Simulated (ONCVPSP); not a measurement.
## gold (Au), ONCV: configuration errors across variants

Au, optimised norm-conserving Vanderbilt (ONCV), made with ONCVPSP 4.0.1 (PBEsol, scalar-relativistic). Core [Xe] 4f14, reference 5d10 6s0.75 6p0.25. Waves: 6s: rc 2.00 bohr, ncon 4, nbas 8, qcut 2.8 1/bohr, 2 projectors, debl 3 Ha; 6p: rc 3.35 bohr, ncon 4, nbas 7, qcut 2.6 1/bohr, 2 projectors, debl 1 Ha; 5d: rc 1.85 bohr, ncon 4, nbas 9, qcut 9.9 1/bohr, 2 projectors, debl 1.9 Ha; f scattering state at 0.26 Ha: rc 3.40 bohr, ncon 4, nbas 8, qcut 3 1/bohr, 1 projector. Local part: polynomial inside 1.75 bohr (lpopt 5, dvloc0 0 Ha). Core correction: Teter function, fcfact 2.75, rcfact 1.6.

All-electron excitation energies from the reference (eV): (1) 5d10 6s1 6p0 -1.286; (2) 5d10 6s0 6p0 8.154; (3) 5d9 6s1 6p1 6.274.

2 further variants failed, have other tests or too few solved ones, and are left out.

Errors AE − PS in meV (a dash: test not solved or not reliable):

| change | (1) | (2) | (3) | bound ghosts | GHOST(+) flags above zero |
| --- | --- | --- | --- | --- | --- |
| base | +0.1 | -18 | -33 | none | s, p, f |
| all radii but the core radius scaled by about 1.06 (s 2.12, p 3.56, d 1.96, f 3.62 bohr); local potential polynomial inside 1.86 bohr (lpopt 5, dvloc0 0 Ha) | +0.2 | -19 | -39 | none | s, p, f |
| all radii but the core radius scaled by about 1.13 (s 2.26, p 3.78, d 2.10, f 3.84 bohr); local potential polynomial inside 1.98 bohr (lpopt 5, dvloc0 0 Ha) | +0.3 | -19 | -33 | none | s, p |
| all radii but the core radius scaled by about 1.22 (s 2.44, p 4.10, d 2.26, f 4.16 bohr); local potential polynomial inside 2.14 bohr (lpopt 5, dvloc0 0 Ha) | +0.5 | -16 | -19 | none | s, p |

Task: Give the same row for: all radii but the core radius scaled by about 1.33 (s 2.66, p 4.44, d 2.46, f 4.52 bohr); local potential polynomial inside 2.32 bohr (lpopt 5, dvloc0 0 Ha).

Result: +0.6, -20, -17; bound ghosts: none; GHOST(+) flags above zero: s.
